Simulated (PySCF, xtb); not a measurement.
2-chloro-3,3-difluoroprop-1-ene (C3H3ClF2), SMILES C=C(Cl)C(F)F. The values are those of a single conformer.

Harmonic wavenumbers (cm⁻¹) from GFN2-xTB in xtb at its own minimum, in rising order: 28, 194, 256, 304, 412, 509, 581, 689, 749, 895, 921, 1022, 1049, 1118, 1250, 1273, 1364, 1680, 2894, 3116, 3156.

Q: What does PBE-D3(BJ)/def2-SVP (PySCF) give at its own minimum? (Estimate from the structure and the level; the computed values follow.)

A: 66, 201, 290, 339, 426, 520, 611, 691, 761, 875, 920, 1076, 1095, 1148, 1323, 1333, 1355, 1664, 2971, 3104, 3214. Paired by order, the mean absolute difference is 30 cm⁻¹ and the zero-point energies are 33.5 and 34.3 kcal/mol.
